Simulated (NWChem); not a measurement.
CH₃BeFS; SMILES C[S][Be][F]

```xyz
7

Be     0.0716    -1.0365    -0.0003
F     -0.4185    -2.3396    -0.0011
S      0.7721     0.7263     0.0012
C     -0.7756     1.7114     0.0032
H     -1.3750     1.5305    -0.8990
H     -0.4704     2.7661     0.0098
H     -1.3794     1.5206     0.9002
```
Atoms are numbered in this order, from 1.

Computed with NWChem. Pople sets run with spherical d functions. STO-3G and 3-21G are far too small for this property and stand as cheap habits. All runs use the structure optimised with PBE0/def2-SVP. Field at 589 nm.

### Question
Among these, which level gives the lowest value of “isotropic polarisability (bohr³)”?
(A) B3LYP/def2-SVPD
(B) B3LYP/aug-cc-pVDZ
(C) B3LYP/def2-SVP
(D) B3LYP/STO-3G

### Answer
D, B3LYP/STO-3G. Values: B3LYP/STO-3G 23.5; B3LYP/def2-SVP 39.8; B3LYP/def2-SVPD 50.1; B3LYP/aug-cc-pVDZ 50.5
